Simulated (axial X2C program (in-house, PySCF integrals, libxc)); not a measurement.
**Excited states of BeCa by EOM-EE-CCSD**

Computed with an in-house all-electron X2C program for linear molecules (integrals from PySCF): two-component X2C with atomic mean-field Coulomb and Gaunt terms, Gaussian nuclei, basis Ca dyall-acv3z, Be dyall-acv3z with contracted cores.

R = 3.359 Å (near the PBE0 minimum at charge 0 of the determinant lowest at the starting distance; the state shown can have its own minimum elsewhere).

Vertical excitation energies from the closed-shell determinant state of BeCa:

| Ω | excitation (eV) | cm⁻¹ | hole of the leading pair | particle of the leading pair | weight of the pair (for Ω = 0 its time-reversed partner can hold as much again) | singles weight |
| --- | --- | --- | --- | --- | --- | --- |
| 0⁻ | 1.201 | 9685 | 48% Ca sσ, 20% Be pσ, 14% Be sσ | 50% Be pσ, 38% Ca pσ | 0.47 | 0.94 |
| 1 | 1.201 | 9686 | 48% Ca sσ, 20% Be pσ, 14% Be sσ | 50% Be pσ, 38% Ca pσ | 0.93 | 0.94 |
| 2 | 1.340 | 10805 | 55% Ca sσ, 22% Be pσ, 9% Be sσ | 52% Ca pπ, 40% Be pπ | 0.92 | 0.94 |
| 1 | 1.343 | 10833 | 55% Ca sσ, 22% Be pσ, 9% Be sσ | 52% Ca pπ, 40% Be pπ | 0.46 | 0.94 |
| 0⁺ | 1.346 | 10859 | 55% Ca sσ, 22% Be pσ, 9% Be sσ | 52% Ca pπ, 40% Be pπ | 0.46 | 0.94 |
| 0⁻ | 1.347 | 10861 | 55% Ca sσ, 22% Be pσ, 9% Be sσ | 52% Ca pπ, 40% Be pπ | 0.46 | 0.94 |
| 1 | 1.827 | 14732 | 56% Ca sσ, 22% Be pσ, 9% Be sσ | 56% Be pπ, 24% Ca pπ, 16% Ca dπ | 0.44 | 0.87 |
| 0⁺ | 2.263 | 18249 | 60% Ca sσ, 23% Be pσ | 49% Be pσ, 15% Ca dσ, 11% Ca pσ | 0.39 | 0.81 |
| 2 | 2.272 | 18321 | 47% Ca sσ, 20% Be pσ, 16% Be sσ | 35% Ca pπ, 33% Be pπ, 27% Ca dπ | 0.82 | 0.95 |
| 1 | 2.272 | 18325 | 47% Ca sσ, 20% Be pσ, 16% Be sσ | 35% Ca pπ, 33% Be pπ, 27% Ca dπ | 0.41 | 0.95 |
| 0⁻ | 2.273 | 18329 | 47% Ca sσ, 20% Be pσ, 16% Be sσ | 35% Ca pπ, 33% Be pπ, 27% Ca dπ | 0.41 | 0.95 |

This point took 32 s on 1 thread of Arm Neoverse V2, on a shared host.

Reference electrons by ω block (each with its −ω partner): 1/2: 10, 3/2: 2. 12 electrons of BeCa correlated (inner shells frozen), 88 natural virtual spinors (a truncated set); levels can be off by some tenths of an eV. Roots sought by Ω: (0: 5, 1: 4, 2: 3, 3: 1); rows need 60 % singles weight and stop where some Ω has no more roots. Missing are any skipped roots, higher Ω and states of a further excitation; these come out far too high here and may in truth be low or lowest. T1 of the reference 0.018 (Lee–Taylor). Number of frozen shells: Ca 2 s, 1 p; Be 1 s.
